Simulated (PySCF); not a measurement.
# Peak assignment

Geometry:
```
atom   x (Å)   y (Å)   z (Å)
 Si1   0.796   0.019   0.580
  C2   0.802  -0.021   2.453
  C3   0.541   1.070   3.183
  H4   1.067  -0.946   2.984
  H5   0.280   2.020   2.701
  H6   0.577   1.072   4.278
  C7   2.554   0.081  -0.066
  C8   3.156  -0.994  -0.590
  H9   3.136   1.009   0.017
 H10   2.623  -1.947  -0.688
 H11   4.196  -0.978  -0.938
 N12  -0.008   1.439  -0.004
 C13   0.570   2.491  -0.831
 C14  -0.641   3.227  -1.402
 C15  -1.680   3.068  -0.298
 C16  -1.442   1.638   0.173
 H17   1.217   2.085  -1.626
 H18   1.196   3.188  -0.237
 H19  -0.989   2.725  -2.320
 H20  -0.422   4.274  -1.657
 H21  -1.470   3.776   0.522
 H22  -2.713   3.243  -0.633
 H23  -1.751   1.486   1.222
 H24  -2.034   0.925  -0.437
 N25  -0.013  -1.415   0.037
 C26  -0.484  -2.522   0.859
 C27  -1.413  -3.304  -0.067
 C28  -0.782  -3.081  -1.436
 C29  -0.361  -1.616  -1.364
 H30  -1.006  -2.172   1.766
 H31   0.349  -3.170   1.201
 H32  -2.422  -2.861  -0.045
 H33  -1.505  -4.364   0.214
 H34   0.108  -3.723  -1.550
 H35  -1.458  -3.294  -2.277
 H36   0.486  -1.391  -2.035
 H37  -1.197  -0.958  -1.678
```

All values are calculated (PySCF): NMR shieldings at PBE0/pcSseg-1/GIAO, geometry: PBE0-D3(BJ)/def2-SVP. Averaged over atoms made equivalent by symmetry, fast rotation or ring inversion, non-relativistic, one conformer, no solvent model.

Scale: TMS for ¹³C (184.41 ppm), ¹H (31.27 ppm) (reference shieldings calculated alike).

(1) Assign these signals to the numbered atoms. ¹³C{¹H} NMR (computed): δ 143.8, 142.0, 49.2, 30.3.

(2) Assign these signals to the numbered atoms. ¹H NMR (600 MHz, computed): δ 6.26 (m, 2H), 6.21 (m, 4H), 3.08 (t, 8H), 1.70 (m, 8H).

Answers

(1) 
143.8 → C2/C7, carbon bonded to C, Si, H
142.0 → C3/C8, carbon bonded to C, 2 H
49.2 → C13/C16/C26/C29, carbon bonded to C, N, 2 H
30.3 → C14/C15/C27/C28, carbon bonded to 2 C, 2 H

C2/C7 and C3/C8 lie closer than the usual error of such a calculation, so a measured spectrum could show them in the other order.

(2) 
| δ (ppm) | atoms | environment | reason |
| --- | --- | --- | --- |
| 6.26 | H4/H9 | hydrogen on a carbon bonded to C, Si | – |
| 6.21 | H5/H6/H10/H11 | hydrogen on a carbon bonded to C | – |
| 3.08 | H17/H18/H23/H24/H30/H31/H36/H37 | hydrogen on a carbon bonded to C, N | – |
| 1.70 | H19/H20/H21/H22/H32/H33/H34/H35 | hydrogen on a carbon bonded to 2 C | – |

H4/H9 and H5/H6/H10/H11 lie closer than the usual error of such a calculation, so a measured spectrum could show them in the other order.

Shifts are as computed. Against solution values, carbons near 30 ppm lie about +2 ppm off and those near 130 ppm about +5 ppm. Of 1313 compounds with measured shifts, 239 miss one by over three times the rms of a fit or turn the order of signals round; such compounds aren't used in these exercises. No couplings were computed; multiplicities are counted from neighbouring protons, with m where these are inequivalent, close in shift, in a saturated or five-membered ring or joined by F or P, and br s for small geminal =CH2 splittings.
